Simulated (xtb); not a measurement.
Si(CF3)(H)2(Me) (C2H5F3Si), SMILES C[SiH2]C(F)(F)F. All values are semi-empirical tight-binding results from xtb (GFN2-xTB unless named), good for trends rather than for accurate numbers. Geometry optimised at GFN2-xTB.

The point group as xtb finds it is Cs. The orbital gap comes out as 5.86 eV and the dipole moment is 4.38 D. The zero-point energy comes out as 41.0 kcal/mol and the G − E(el) at 298.15 K (modified RRHO) comes out as 20.5 kcal/mol. The static polarisability (D4 model) comes out as 58.9 bohr³, the solvation energy, GFN2-xTB/ALPB(water) comes out as -4.2 kcal/mol and the solvation energy, GFN2-xTB/ALPB(ch2cl2) is -5.0 kcal/mol.
